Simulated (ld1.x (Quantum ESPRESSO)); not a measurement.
## Cutoff test, Ca (Z = 20), TM

ld1.x (Quantum ESPRESSO) 7.5 input, shortened:

```
&input
   title='Ca', zed=20., rel=1, dft='PZ', iswitch=3,
   config='[Ar] 3d0 4s1.5 4p0.5'
 /
 &inputp
   pseudotype=2, tm=.true., lloc=2,
   nlcc=.true., new_core_ps=.true., rcore=0.46
 /
3
3S  1  0   2.00   0.00  1.30  1.30  0.0
3P  2  1   6.00   0.00  1.15  1.15  0.0
3D  3  2   0.00   0.00  1.80  1.80  0.0
 &test
   configts(1)='3s2 3p6 3d0 4s1.5 4p0.5'
 /
```

Occupied shells without a wave of their own: 4p, 4s. They enter only through the test configuration that unscreens the potential, and ld1.x also counts them in the model core charge.

The pseudo-atom Hamiltonian at the reference potential is diagonalised in spherical Bessel functions j_l(qr) that vanish at 20 bohr, with q² up to the cutoff. All-electron valence levels (Ry): 3s -3.4928, 4s -0.3105, 3p -2.1069, 4p -0.1275, 3d -0.1982.

**Question.** How do the lowest levels (Ry) of each channel move with the cutoff, and are there ghosts?

**Answer.**

| cutoff (Ry) | s #1 | s #2 | s #3 | p #1 | p #2 | p #3 | d #1 | f #1 | f #2 | Σ f·Δε (mRy) |
| --- | --- | --- | --- | --- | --- | --- | --- | --- | --- | --- |
| 8 | -3.3300 | -0.3061 | -0.0138 | -1.5359 | -0.0926 | 0.0406 | -0.0091 | 0.0850 | 0.1956 | 3778.0 |
| 12 | -3.3349 | -0.3090 | -0.0144 | -1.8749 | -0.1121 | 0.0338 | -0.0185 | 0.0850 | 0.1956 | 1719.7 |
| 18 | -3.3801 | -0.3095 | -0.0145 | -2.0602 | -0.1230 | 0.0305 | -0.0418 | 0.0850 | 0.1956 | 511.4 |
| 30 | -3.4604 | -0.3108 | -0.0146 | -2.1016 | -0.1259 | 0.0296 | -0.1174 | 0.0850 | 0.1955 | 98.9 |
| 40 | -3.4830 | -0.3109 | -0.0147 | -2.1020 | -0.1260 | 0.0296 | -0.1771 | 0.0850 | 0.1955 | 51.1 |
| 50 | -3.4840 | -0.3111 | -0.0147 | -2.1041 | -0.1260 | 0.0296 | -0.1947 | 0.0850 | 0.1955 | 36.3 |
| 60 | -3.4855 | -0.3115 | -0.0148 | -2.1057 | -0.1260 | 0.0296 | -0.1977 | 0.0850 | 0.1955 | 23.2 |
| 80 | -3.4905 | -0.3120 | -0.0149 | -2.1068 | -0.1261 | 0.0296 | -0.1981 | 0.0850 | 0.1955 | 5.8 |
| 110 | -3.4924 | -0.3122 | -0.0149 | -2.1069 | -0.1261 | 0.0296 | -0.1981 | 0.0850 | 0.1955 | 1.4 |
| 140 | -3.4926 | -0.3122 | -0.0149 | -2.1069 | -0.1261 | 0.0296 | -0.1981 | 0.0850 | 0.1955 | 0.5 |
| 180 | -3.4928 | -0.3123 | -0.0149 | -2.1069 | -0.1261 | 0.0296 | -0.1982 | 0.0850 | 0.1955 | 0.1 |
| 400 | -3.4928 | -0.3123 | -0.0149 | -2.1069 | -0.1261 | 0.0296 | -0.1982 | 0.0850 | 0.1955 | 0.0 |

Result: no extra level below or beside the all-electron valence levels (s, p, d, f tested); 10 mRy is reached at 80 Ry and 1 mRy at 140 Ry.

ld1.x takes every shell without a wave as core, so the model core holds the 4p, 4s electrons as well and exchange and correlation see them twice. This cancels in the reference configuration, but the file is broken for other ones, and its errors say nothing about a proper core correction. Its largest configuration-test error is -828 meV.
